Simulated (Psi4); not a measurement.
Psi4 input (wB97X-D/6-31G*):

```
memory 1500 MB

molecule {
-1 1
Si   -2.01068300    0.22388300    0.02312100
C    -0.19429600    0.04512000   -0.01620100
C     0.69453300    0.93056300   -0.79913200
C     1.90498400    0.40121400   -0.50333500
O     1.87057800   -0.72550400    0.38448200
C     0.55685000   -0.88888900    0.64265800
H    -2.66457000   -0.80755600    0.89741500
H    -2.48406700    1.53909100    0.54848600
H    -2.66787600    0.08024200   -1.31004800
H     2.92222100    0.63394300   -0.78661900
H     0.30682000   -1.70409700    1.30728000
symmetry c1
no_reorient
no_com
}

set {
  basis 6-31G*
  reference rks
  scf_type pk
  dft_radial_points 99
  dft_spherical_points 590
  e_convergence 1e-8
  d_convergence 1e-7
  maxiter 150
}

e = energy('wb97x-d')
print_out(f'\nFINAL {e:.10f} DIPOLE {variable("CURRENT DIPOLE")[0]:.6f} {variable("CURRENT DIPOLE")[1]:.6f} {variable("CURRENT DIPOLE")[2]:.6f}\n')
```

Output:

```
   => Loading Basis Set <=

    Name: 6-31G*
    Role: ORBITAL
    Keyword: BASIS
    atoms 1      entry SI         line   268 file 6-31gs.gbs
    atoms 2-4, 6 entry C          line   111 file 6-31gs.gbs
    atoms 5      entry O          line   145 file 6-31gs.gbs
    atoms 7-11   entry H          line    44 file 6-31gs.gbs

   => WB97X-D: Empirical Dispersion <=

    Chai and Head-Gordon Dispersion Correction
    Chai, J.-D.; Head-Gordon, M. (2010), J. Chem. Phys., 132: 6615-6620

        s6 =       1.000000

         ---------------------------------------------------------
                                   SCF
               by Justin Turney, Rob Parrish, Andy Simmonett
                          and Daniel G. A. Smith
                              RKS Reference
         ---------------------------------------------------------

  ==> Geometry <==

    Molecular point group: c1
    Full point group: C1

    Geometry (in Angstrom), charge = -1, multiplicity = 1:

       Center              X                  Y                   Z               Mass
    ------------   -----------------  -----------------  -----------------  -----------------
         SI          -2.010683000000     0.223883000000     0.023121000000    27.976926534650
         C           -0.194296000000     0.045120000000    -0.016201000000    12.000000000000
         C            0.694533000000     0.930563000000    -0.799132000000    12.000000000000
         C            1.904984000000     0.401214000000    -0.503335000000    12.000000000000
         O            1.870578000000    -0.725504000000     0.384482000000    15.994914619570
         C            0.556850000000    -0.888889000000     0.642658000000    12.000000000000
         H           -2.664570000000    -0.807556000000     0.897415000000     1.007825032230
         H           -2.484067000000     1.539091000000     0.548486000000     1.007825032230
         H           -2.667876000000     0.080242000000    -1.310048000000     1.007825032230
         H            2.922221000000     0.633943000000    -0.786619000000     1.007825032230
         H            0.306820000000    -1.704097000000     1.307280000000     1.007825032230

  Running in c1 symmetry.

  Rotational constants: A =      0.28782  B =      0.06550  C =      0.05433 [cm^-1]
  Rotational constants: A =   8628.59183  B =   1963.72084  C =   1628.84658 [MHz]
  Nuclear repulsion =  256.336489325382615

  Charge       = -1
  Multiplicity = 1
  Electrons    = 52
  Nalpha       = 26
  Nbeta        = 26

  ==> Algorithm <==

  SCF Algorithm Type is PK.
  DIIS enabled.
  MOM disabled.
  Fractional occupation disabled.
  Guess Type is SAD.
  Energy threshold   = 1.00e-08
  Density threshold  = 1.00e-07
  Integral threshold = 1.00e-12

  ==> Primary Basis <==

  Basis Set: 6-31G*
    Blend: 6-31G*
    Number of shells: 48
    Number of basis functions: 104
    Number of Cartesian functions: 104
    Spherical Harmonics?: false
    Max angular momentum: 2

  ==> DFT Potential <==

   => LibXC <=

    Version 7.1.2
    S. Lehtola, C. Steigemann, M. J. T. Oliveira, and M. A. L. Marques,  SoftwareX 7, 1–5 (2018) (10.1016/j.softx.2017.11.002)

   => Composite Functional: WB97X-D <=

    wB97X-D Hyb-GGA Exchange-Correlation Functional

    J.-D. Chai and M. Head-Gordon,  Phys. Chem. Chem. Phys. 10, 6615–6620 (2008) (10.1039/B810189B)

    Deriv               =              1
    GGA                 =           TRUE
    Meta                =          FALSE

    Exchange Hybrid     =           TRUE
    MP2 Hybrid          =          FALSE

   => Exchange-Correlation Functionals <=

    1.0000   wB97X-D range-separated functional

   => Exact (HF) Exchange <=

    0.7780            HF,LR [omega = 0.2000]
    0.2220               HF

   => LibXC Density Thresholds  <==

    XC_HYB_GGA_XC_WB97X_D:  1.00E-14

   => Molecular Quadrature <=

    Radial Scheme          =       TREUTLER
    Pruning Scheme         =           NONE
    Nuclear Scheme         =       TREUTLER

    Blocking Scheme        =         OCTREE
    BS radius alpha        =              1
    Pruning alpha          =              1
    Radial Points          =             99
    Spherical Points       =            590
    Total Points           =         604791
    Total Blocks           =           4293
    Max Points             =            256
    Max Functions          =            103
    Weights Tolerance      =       1.00E-15

  ==> Integral Setup <==

  Using in-core PK algorithm.
   Calculation information:
      Number of atoms:                  11
      Number of AO shells:              48
      Number of primitives:            122
      Number of atomic orbitals:       104
      Number of basis functions:       104

      Integral cutoff                 1.00e-12
      Number of threads:                 4

  Performing in-core PK
  Using 44725590 doubles for integral storage.
  We computed 658875 shell quartets total.
  Whereas there are 692076 unique shell quartets.

  Computing range-separated integrals for PK
  We computed 658875 wK shell quartets total.
  Whereas there are 692076 wK unique shell quartets.

  ==> DiskJK: Disk-Based J/K Matrices <==

    J tasked:                  Yes
    K tasked:                  Yes
    wK tasked:                 Yes
    Omega:               2.000E-01
    Schwarz Cutoff:          1E-12


  Cached 12.5% of DFT collocation blocks in 0.174 [GiB].

  Minimum eigenvalue in the overlap matrix is 1.8598218038E-03.
  Reciprocal condition number of the overlap matrix is 2.4549784002E-04.
    Using symmetric orthogonalization.

  ==> Pre-Iterations <==

  SCF Guess: Superposition of Atomic Densities via on-the-fly atomic UHF (no occupation information).

   -------------------------
    Irrep   Nso     Nmo
   -------------------------
     A        104     104
   -------------------------
    Total     104     104
   -------------------------

  ==> Iterations <==

                        Total Energy        Delta E     RMS |[F,P]|

   @RKS iter SAD:  -519.17120503105127   -5.19171e+02   0.00000e+00
   @RKS iter   1:  -519.71285319410697   -5.41648e-01   6.22340e-03 DIIS/ADIIS
   @RKS iter   2:  -519.76032756898678   -4.74744e-02   5.84968e-03 DIIS/ADIIS
   @RKS iter   3:  -519.95495430950143   -1.94627e-01   1.24111e-03 DIIS/ADIIS
   @RKS iter   4:  -519.96163756451244   -6.68326e-03   4.46210e-04 DIIS/ADIIS
   @RKS iter   5:  -519.96254279049174   -9.05226e-04   1.37973e-04 DIIS/ADIIS
   @RKS iter   6:  -519.96263510322217   -9.23127e-05   4.14286e-05 DIIS
   @RKS iter   7:  -519.96264654156050   -1.14383e-05   8.20637e-06 DIIS
   @RKS iter   8:  -519.96264783910340   -1.29754e-06   2.00976e-06 DIIS
   @RKS iter   9:  -519.96264790340012   -6.42967e-08   1.08890e-06 DIIS
   @RKS iter  10:  -519.96264791263377   -9.23364e-09   3.22610e-07 DIIS
   @RKS iter  11:  -519.96264791397289   -1.33912e-09   9.07252e-08 DIIS
  Energy and wave function converged.

  ==> Post-Iterations <==

   Electrons on quadrature grid:
      Ntotal   =   51.9999992489 ; deviation = -7.511e-07

    Orbital Energies [Eh]
    ---------------------

    Doubly Occupied:

       1A    -66.108743     2A    -19.128146     3A    -10.158918
       4A    -10.113864     5A    -10.086970     6A    -10.025444
       7A     -5.225538     8A     -3.570746     9A     -3.570108
      10A     -3.568228    11A     -0.987362    12A     -0.666486
      13A     -0.620277    14A     -0.489048    15A     -0.452319
      16A     -0.426642    17A     -0.365892    18A     -0.325371
      19A     -0.312203    20A     -0.272477    21A     -0.268402
      22A     -0.242727    23A     -0.205504    24A     -0.137788
      25A     -0.090316    26A     -0.050867

    Virtual:

      27A      0.266040    28A      0.276972    29A      0.304203
      30A      0.318827    31A      0.370786    32A      0.381372
      33A      0.382936    34A      0.410776    35A      0.433616
      36A      0.442401    37A      0.470547    38A      0.483445
      39A      0.499741    40A      0.587715    41A      0.643654
      42A      0.666050    43A      0.700675    44A      0.793833
      45A      0.822562    46A      0.825031    47A      0.847305
      48A      0.877672    49A      0.887041    50A      0.911954
      51A      0.927238    52A      0.935700    53A      0.970370
      54A      0.975473    55A      0.992175    56A      1.042026
      57A      1.062565    58A      1.099603    59A      1.119469
      60A      1.154255    61A      1.186476    62A      1.258831
      63A      1.261642    64A      1.274414    65A      1.310107
      66A      1.331437    67A      1.406978    68A      1.410647
      69A      1.432544    70A      1.476095    71A      1.602722
      72A      1.667875    73A      1.695846    74A      1.723839
      75A      1.754780    76A      1.858047    77A      1.897052
      78A      1.920326    79A      1.985846    80A      2.098988
      81A      2.187527    82A      2.257151    83A      2.360876
      84A      2.394689    85A      2.461323    86A      2.507570
      87A      2.556975    88A      2.570590    89A      2.651464
      90A      2.680122    91A      2.848905    92A      2.868238
      93A      2.925102    94A      3.022421    95A      3.056288
      96A      3.131110    97A      3.187080    98A      3.237154
      99A      3.390897   100A      4.246494   101A      4.460237
     102A      4.478939   103A      4.608027   104A      4.790137

    Final Occupation by Irrep:
              A
    DOCC [    26 ]
    NA   [    26 ]
    NB   [    26 ]

  @RKS Final Energy:  -519.96264791397289

   => Energetics <=

    Nuclear Repulsion Energy =            256.3364893253826153
    One-Electron Energy =               -1232.1376514549510830
    Two-Electron Energy =                 493.2526502634909207
    DFT Exchange-Correlation Energy =     -37.4104437566294763
    Empirical Dispersion Energy =          -0.0036922912659480
    VV10 Nonlocal Energy =                  0.0000000000000000
    Total Energy =                       -519.9626479139728872

Computation Completed

Properties will be evaluated at   0.000000,   0.000000,   0.000000 [a0]

Properties computed using the SCF density matrix

 Multipole Moments:

 ------------------------------------------------------------------------------------
     Multipole            Electronic (a.u.)      Nuclear  (a.u.)        Total (a.u.)
 ------------------------------------------------------------------------------------

 L = 1.  Multiply by 2.5417464519 to convert [e a0] to [Debye]
 Dipole X            :         -0.4630579            0.0000302           -0.4630277
 Dipole Y            :         -1.1384504            0.0000019           -1.1384485
 Dipole Z            :          0.9394081            0.0000076            0.9394157
 Magnitude           :                                                    1.5469200

 ------------------------------------------------------------------------------------

FINAL -519.9626479140 DIPOLE -0.463028 -1.138448 0.939416

*** Psi4 exiting successfully. Buy a developer a beer!
```

The dipole moment of an ion depends on the origin.

The geometry given is a B3LYP-D3(BJ)/def2-TZVP minimum.
